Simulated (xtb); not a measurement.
xtb input:

```bash
xtb mol.xyz --gfn 1 --opt tight --chrg 0 --uhf 0
```
mol.xyz:
```
2

K     -0.00000000    -0.00000000    -2.37561158
Au     0.00000000     0.00000000     0.57134962
```

Question: Which total energy does the run end on?

Answer: -4.26631 Eh (GFN1-xTB).
